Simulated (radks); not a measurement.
These are the eigenvalues of the occupied orbitals of an atom or ion with whole-number occupations (eV). Calculated with a radial shooting solver on a logarithmic mesh with Libxc functionals: non-relativistic Kohn-Sham, PBE, spin-polarised, spherical densities, point nucleus.

1s up: -19833.83
1s down: -19833.79
2s up: -3186.988
2s down: -3181.017
2p up: -2976.641
2p down: -2972.314
3s up: -907.7004
3s down: -900.7890
3p up: -827.8165
3p down: -820.6336
3d up: -685.8134
3d down: -677.3804

Which element is it, and in what charge state? The configuration may be excited. Open shells, if any, are filled with parallel spins first.

Answer. Z = 42, molybdenum, charge +17: Mo17+ in [Ar] 3d7. The list shows which subshells hold electrons but not how many an open one holds; the 1s level, -728.88 hartree, gives Z - s = 38.2 by -(Z - s)^2/2, which with screening narrows Z to a few neighbours, and the depths of the outer levels then fix element, charge and occupations together.
